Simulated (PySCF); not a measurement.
C4H5BCl2.
Geometry (PBE0-D3(BJ)/def2-SVP, Å), atoms numbered from 1 in this order:
```xyz
12
C4H5BCl2 angstrom
C     -1.5990    0.1914    0.8968
C     -0.3766   -0.6183    0.8721
C      0.3331   -1.6506    0.5809
C      1.0969   -0.5327    1.2867
B      2.0542    0.3859    0.5026
Cl     3.4224    1.1546    1.2903
Cl     1.7887    0.7145   -1.2065
H     -2.4396   -0.3370    0.4255
H     -1.8731    0.4474    1.9326
H     -1.4299    1.1401    0.3624
H      0.4720   -2.6344    0.1435
H      1.3299   -0.6699    2.3558
```

The closed-shell ground state was solved at several levels (PySCF, density fitting, gas phase, non-relativistic).

```tsv
level	basis functions	HOMO (eV)	LUMO (eV)	gap (eV)	dipole (D)
B3LYP/def2-SVPD	194	-7.11	-1.38	5.73	2.78
KT3/pcSseg-2	336	-6.17	-2.01	4.16	2.77
```

**Question.** Estimate the row for PBE0/pcSseg-1, a basis of 158 functions; the other rows only guide the guess.

**Answer.** HOMO -7.34 eV, LUMO -1.15 eV, gap 6.19 eV, dipole 2.88 D.

**Question.** Over all these levels, which gives the widest orbital gap and which the narrowest?

**Answer.** PBE0/pcSseg-1 (global hybrid, 25 % exact exchange) has the widest, 6.19 eV, and KT3/pcSseg-2 (GGA) the narrowest, 4.16 eV. Functional and basis both differ between the two, so the spread mixes both effects.

**Question.** How far do the dipole and the HOMO energy spread over the levels?

**Answer.** The dipole runs from 2.77 to 2.88 D (mean 2.81 D) and the HOMO from -7.34 to -6.17 eV.

One conformer stands for the species.
